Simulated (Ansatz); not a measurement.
Cartesian coordinates (Å):
SMILES: C[O][Ge]([O]C)([O]C)[O]C
```xyz
21

C     -1.5002     1.7612    -1.5098
O     -1.3953     0.4740    -0.9489
Ge     0.0002     0.0003     0.0006
O      0.3521     1.3413     1.0736
C      1.5580     1.4069     1.7973
O     -0.4217    -1.5078     0.7887
C     -1.6786    -1.6943     1.3951
O      1.4657    -0.3063    -0.9113
C      1.6207    -1.4739    -1.6828
H     -0.8323     1.8835    -2.3813
H     -2.5369     1.9011    -1.8526
H     -1.2643     2.5536    -0.7791
H      1.6574     2.4248     2.2045
H      2.4359     1.1979     1.1624
H      1.5661     0.6975     2.6442
H     -2.5071    -1.3677     0.7438
H     -1.7554    -1.1495     2.3531
H     -1.8018    -2.7683     1.6030
H      1.0209    -1.4345    -2.6098
H      1.3357    -2.3819    -1.1246
H      2.6810    -1.5579    -1.9663
```
Charge 0, multiplicity 1.

Computed with Ansatz (an electronic-structure program) with frozen-core CCSD(T)/cc-pVDZ // PBE0-D4/def2-SVP.

- HF energy = -2533.32002 Ha
- MP2 correlation energy = -1.42293 Ha

Problem. Estimate the CCSD correlation energy, the (T) correction, the total energy and the T1 diagnostic.

Solution. 
The CCSD correlation energy comes out as -1.50102 Ha, the (T) correction comes out as -0.04039 Ha and the CCSD(T) total energy is -2534.86144 Ha. The T1 diagnostic is 0.011.
